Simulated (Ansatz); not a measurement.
Gas-phase electronic energies from Ansatz, PBE0-D4/def2-TZVP geometries. CBS: MP2 limit from def2 TZ/QZ plus the TZ coupled-cluster correction, frozen cores. DFT in def2-TZVPP. B3LYP here is the variant with VWN-RPA as its local correlation; programs differ in this. For Ge outer-core shells are correlated without core-valence functions, which leaves a few kJ/mol of doubt a bond. Scalar relativity is left out up to krypton. One conformer a species, not always the lowest.

`C[Si@H]1O[C@@H]1N` + `[OH][Ge]([OH])([SiH3])[Cl]` → `C[O][Ge]([OH])([SiH3])[Cl]` + `NC1O[SiH2]1`  (substitution at a C–Si bond)

```
             level  ΔE (kcal/mol)  difference from CCSD(T)/CBS
            PBE-D4           25.5                         -0.5
         r2SCAN-D4           26.3                          0.3
          B3LYP-D4           24.3                         -1.7
           ωB97X-V           24.8                         -1.2
           ωB97M-V           26.1                          0.1
            B2PLYP           25.3                         -0.7
              PBE0           26.4                          0.4
     HF/def2-TZVPP           23.4                         -2.6
SCS-MP2/def2-TZVPP           24.9                         -1.1
   CCSD/def2-TZVPP           25.1                         -0.9
CCSD(T)/def2-TZVPP           25.1                         -0.9
    MP2/def2-QZVPP           27.1                          1.1
SCS-MP2/def2-QZVPP           25.5                         -0.5
      HF/CBS(def2)           23.4                         -2.6
     MP2/CBS(def2)           27.5                          1.5
    CCSD/CBS(def2)           26.0                          0.0
       CCSD(T)/CBS           26.0                            0
```

Largest T1 diagnostic among the species: 0.014.

In def2-TZVPP, CCSD(T) changes the Hartree–Fock value by +1.7 kcal/mol (the triples alone add −0.0 kcal/mol) and MP2 by +3.2 kcal/mol.
